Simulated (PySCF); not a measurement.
pyrimidine-2-carbonitrile (C5H3N3), SMILES N#Cc1ncccn1. Coordinates come from a PBE-D3(BJ)/def2-SVP optimisation.

Level of theory: PBE-D3(BJ)/def2-SVP run with PySCF.

Harmonic wavenumbers (cm⁻¹): 126, 171, 340, 386, 500, 565, 577, 635, 795, 799, 825, 966, 982, 985, 1066, 1077, 1248, 1273, 1295, 1408, 1410, 1564, 1580, 2293, 3089, 3091, 3146. Rotational constants (GHz): 5.971, 1.629, 1.280; symmetry number 2.

Q: Work out the zero-point energy and the ideal-gas rigid-rotor harmonic-oscillator thermochemistry at 298.15 K and 1 atm.

A: ZPE = ½ Σ hcν = ½ × 32190 cm⁻¹ = 192.54 kJ/mol. H − E(el) = 210.79 kJ/mol. Entropy in J/(mol K): translation 166.80, rotation 109.92, vibration 45.67, total 322.38. G − E(el) = 114.67 kJ/mol. Cp = 99.59 J/(mol K). Modes under 150 cm⁻¹ make the vibrational entropy uncertain.
